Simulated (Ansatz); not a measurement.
`FC(F)(Br)Br` → Br₂ + `F[C]F` at 700 K and 1 bar (formal loss of a carbene).

Calculated with Ansatz (gas phase, PBE0-D4/def2-TZVP geometries, no zero-point term in ΔE). CCSD(T)/CBS is the MP2 limit (def2-TZVPP, def2-QZVPP) plus CCSD(T) − MP2 in def2-TZVPP, frozen cores. This one scheme is used for every species. For Br outer-core shells are correlated without core-valence functions, which leaves a few kJ/mol of doubt a bond. Scalar relativity is left out up to krypton.

```csv
species,CCSD(T)/CBS energy (Eh),H − E (kJ/mol),S (J/(mol·K))
`FC(F)(Br)Br`,-5384.24745,83.8,400.4
Br₂,-5146.62008,26.4,276.4
`F[C]F`,-237.54028,47.1,278.6
```

H − E and S are ideal-gas, rigid-rotor, harmonic terms from PBE0-D4/def2-TZVP. 1 Eh = 2625.50 kJ/mol, R = 8.31446 J/(mol·K).

Question: By hand: ΔE, ΔH, ΔS and ΔG.

Answer: ΔE = (-5146.62008) + (-237.54028) − (-5384.24745) = 0.08709 Eh = 228.7 kJ/mol. Δ(H − E) = 26.4 + 47.1 − 83.8 = -10.3, so ΔH = 218.4 kJ/mol. ΔS = 276.4 + 278.6 − 400.4 = 154.6 J/(mol·K). ΔG = 218.4 − 700 × (154.6)/1000 = 110.2 kJ/mol.

Question: By hand: the equilibrium constant, and the temperature at which ΔG would vanish if ΔH and ΔS stayed fixed.

Answer: log₁₀ K = −ΔG/(RT ln 10) = -8.2. ΔG = 0 at ΔH/ΔS = 1413 K.

The number of gas molecules changes by +1, which sets the sign of ΔS. A doubt of 5 kJ/mol in ΔE shifts log₁₀ K by 0.4 here. These are equilibria of isolated gas molecules and say nothing of rates. Largest T1 diagnostic: 0.017 (customary marks: 0.02 for closed shells, 0.045 for open ones).
